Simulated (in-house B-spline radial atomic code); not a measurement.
Spin-orbit splittings of orbital energies (j = l + 1/2 less j = l - 1/2) and ratios of mean radii (lower j over upper j) along the 49-electron series, configuration [Kr] 4d10 4f1 5s2. Computed with a radial B-spline atomic code at the basis-set limit: Dirac-Hartree-Fock, average of the configuration, finite nuclei.

```
  ion   Z  splitting of 4d (eV)  radius ratio of 4d  splitting of 4f (eV)  radius ratio of 4f  splitting of 3d (eV)  radius ratio of 3d
Nd11+  60                 4.416             0.98733               0.53524             0.99491                22.681             0.98429
Pm12+  61                4.9321             0.98714               0.65882             0.99482                 24.65             0.98377
Sm13+  62                5.4901             0.98694               0.79496             0.99472                26.747             0.98325
```
